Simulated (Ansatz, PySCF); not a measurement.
Potential energy surface of H2B (cation, charge +1), singlet: symmetric bend, bond length relaxed. Scanned: H-B-H angle. Other coordinates (B-H bond length) were minimised at B3LYP/def2-TZVP.

Computed with: RHF/LANL2DZ = restricted Hartree-Fock/LANL2DZ (PySCF 2.14.0); RHF/3-21G = restricted Hartree-Fock/3-21G in PySCF; RMP2/6-31G* = restricted MP2 (frozen core)/6-31G*, spherical d run with PySCF 2.14.0; FCI/aug-cc-pVTZ = full CI/aug-cc-pVTZ, frozen core in Ansatz (a quantum-chemistry and plane-wave program).

Energies relative to the lowest point of each profile, in kcal/mol; the last columns give the difference from FCI:

```json
[
 {"a / °": "180", "RHF/LANL2DZ": "0.0", "RHF/3-21G": "0.0", "RMP2/6-31G*": "0.0", "FCI/aug-cc-pVTZ": "0.0", "RHF/LANL2DZ − FCI/aug-cc-pVTZ": "0.0", "RHF/3-21G − FCI/aug-cc-pVTZ": "0.0", "RMP2/6-31G* − FCI/aug-cc-pVTZ": "0.0"},
 {"a / °": "167.93", "RHF/LANL2DZ": "1.4", "RHF/3-21G": "1.2", "RMP2/6-31G*": "1.1", "FCI/aug-cc-pVTZ": "1.1", "RHF/LANL2DZ − FCI/aug-cc-pVTZ": "0.3", "RHF/3-21G − FCI/aug-cc-pVTZ": "0.1", "RMP2/6-31G* − FCI/aug-cc-pVTZ": "0.0"},
 {"a / °": "160.56", "RHF/LANL2DZ": "3.6", "RHF/3-21G": "3.2", "RMP2/6-31G*": "2.9", "FCI/aug-cc-pVTZ": "2.9", "RHF/LANL2DZ − FCI/aug-cc-pVTZ": "0.8", "RHF/3-21G − FCI/aug-cc-pVTZ": "0.3", "RMP2/6-31G* − FCI/aug-cc-pVTZ": "0.0"},
 {"a / °": "151.92", "RHF/LANL2DZ": "7.5", "RHF/3-21G": "6.6", "RMP2/6-31G*": "6.1", "FCI/aug-cc-pVTZ": "6.0", "RHF/LANL2DZ − FCI/aug-cc-pVTZ": "1.5", "RHF/3-21G − FCI/aug-cc-pVTZ": "0.6", "RMP2/6-31G* − FCI/aug-cc-pVTZ": "0.1"},
 {"a / °": "138.28", "RHF/LANL2DZ": "16.2", "RHF/3-21G": "14.7", "RMP2/6-31G*": "13.7", "FCI/aug-cc-pVTZ": "13.4", "RHF/LANL2DZ − FCI/aug-cc-pVTZ": "2.8", "RHF/3-21G − FCI/aug-cc-pVTZ": "1.2", "RMP2/6-31G* − FCI/aug-cc-pVTZ": "0.3"},
 {"a / °": "128.50", "RHF/LANL2DZ": "24.4", "RHF/3-21G": "22.5", "RMP2/6-31G*": "21.3", "FCI/aug-cc-pVTZ": "20.7", "RHF/LANL2DZ − FCI/aug-cc-pVTZ": "3.7", "RHF/3-21G − FCI/aug-cc-pVTZ": "1.8", "RMP2/6-31G* − FCI/aug-cc-pVTZ": "0.5"},
 {"a / °": "121.25", "RHF/LANL2DZ": "31.6", "RHF/3-21G": "29.5", "RMP2/6-31G*": "28.0", "FCI/aug-cc-pVTZ": "27.3", "RHF/LANL2DZ − FCI/aug-cc-pVTZ": "4.4", "RHF/3-21G − FCI/aug-cc-pVTZ": "2.2", "RMP2/6-31G* − FCI/aug-cc-pVTZ": "0.8"},
 {"a / °": "109.71", "RHF/LANL2DZ": "45.2", "RHF/3-21G": "42.8", "RMP2/6-31G*": "41.0", "FCI/aug-cc-pVTZ": "39.8", "RHF/LANL2DZ − FCI/aug-cc-pVTZ": "5.4", "RHF/3-21G − FCI/aug-cc-pVTZ": "3.0", "RMP2/6-31G* − FCI/aug-cc-pVTZ": "1.2"},
 {"a / °": "99.75", "RHF/LANL2DZ": "59.3", "RHF/3-21G": "56.9", "RMP2/6-31G*": "54.7", "FCI/aug-cc-pVTZ": "52.9", "RHF/LANL2DZ − FCI/aug-cc-pVTZ": "6.3", "RHF/3-21G − FCI/aug-cc-pVTZ": "3.9", "RMP2/6-31G* − FCI/aug-cc-pVTZ": "1.8"},
 {"a / °": "88.63", "RHF/LANL2DZ": "78.1", "RHF/3-21G": "75.8", "RMP2/6-31G*": "73.1", "FCI/aug-cc-pVTZ": "70.4", "RHF/LANL2DZ − FCI/aug-cc-pVTZ": "7.7", "RHF/3-21G − FCI/aug-cc-pVTZ": "5.4", "RMP2/6-31G* − FCI/aug-cc-pVTZ": "2.8"},
 {"a / °": "79.07", "RHF/LANL2DZ": "97.4", "RHF/3-21G": "95.2", "RMP2/6-31G*": "92.0", "FCI/aug-cc-pVTZ": "88.0", "RHF/LANL2DZ − FCI/aug-cc-pVTZ": "9.4", "RHF/3-21G − FCI/aug-cc-pVTZ": "7.3", "RMP2/6-31G* − FCI/aug-cc-pVTZ": "4.0"},
 {"a / °": "68.18", "RHF/LANL2DZ": "123.3", "RHF/3-21G": "121.3", "RMP2/6-31G*": "117.2", "FCI/aug-cc-pVTZ": "110.7", "RHF/LANL2DZ − FCI/aug-cc-pVTZ": "12.6", "RHF/3-21G − FCI/aug-cc-pVTZ": "10.6", "RMP2/6-31G* − FCI/aug-cc-pVTZ": "6.4"}
]
```

RHF/LANL2DZ is furthest from FCI/aug-cc-pVTZ at 68.18 (12.6 kcal/mol, above); its mean absolute difference over the points is 4.6 kcal/mol.

RHF/3-21G is furthest from FCI/aug-cc-pVTZ at 68.18 (10.6 kcal/mol, above); its mean absolute difference over the points is 3.0 kcal/mol.

RMP2/6-31G* is furthest from FCI/aug-cc-pVTZ at 68.18 (6.4 kcal/mol, above); its mean absolute difference over the points is 1.5 kcal/mol.

The scan ran from 180.0 to 60.0; beyond the range shown the relaxed coordinates jump or full CI changes its symmetry label.
